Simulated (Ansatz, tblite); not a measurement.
Isomers of H₅Au₄⁻ (singlet), found by a short tight-binding search and relaxed with r2SCAN-D4/def2-SVPD in Ansatz.

In the def2 sets Au takes a core potential; there is no spin–orbit coupling. The xTB rows come from tblite. B3LYP takes the VWN-RPA correlation. HSE06 is defined as in plane-wave codes, on full-range PBE exchange. Correlated methods freeze no core orbitals; core or outer-core shells of Au are correlated, in sets that lack core-valence functions.

A: At MP2/def2-TZVPD the test of the restricted singlet for broken spin symmetry was undecided. B: At MP2/def2-TZVPD the test of the restricted singlet for broken spin symmetry was undecided.

Other spin states weren't relaxed.

A:

```xyz
9

Au    1.128    0.584    0.582
Au   -1.115   -0.279   -0.748
Au   -3.474   -1.123   -1.948
Au    3.518    0.947    1.952
H    -0.462   -0.048    0.839
H     2.653    1.306    0.427
H     4.551    0.812    3.172
H    -1.813   -0.540   -2.270
H    -4.985   -1.658   -2.007
```

B:

```xyz
9

Au    2.502   -3.157   -0.830
Au   -1.098    0.858    0.165
Au   -2.382    3.261    0.724
Au    0.953   -0.947   -0.157
H     2.305   -1.394   -1.074
H     2.961   -4.695   -0.823
H    -0.307   -0.476    0.932
H    -2.085    2.034   -0.545
H    -2.849    4.517    1.607
```

Task: Estimate which lies lowest at each level, and how far above it the others are (eV).

Result: 
```csv
level,A,B
GFN1-xTB,0.00,0.00
GFN2-xTB,0.00,0.02
HF/def2-TZVPD,0.00,0.00
PBE-D4/def2-TZVPD,0.00,0.00
r2SCAN-D4/def2-TZVPD,0.00,0.00
B3LYP-D4/def2-TZVPD,0.00,0.00
PBE0-D4/def2-TZVPD,0.00,0.00
HSE06-D4/def2-TZVPD,0.00,0.00
MP2/def2-TZVPD,0.00,0.00
```
Point groups (tolerance 0.1 Å): A not assigned, B not assigned. A and B have the same bonds, so they are conformers or stereoisomers. Lower isomers may exist.
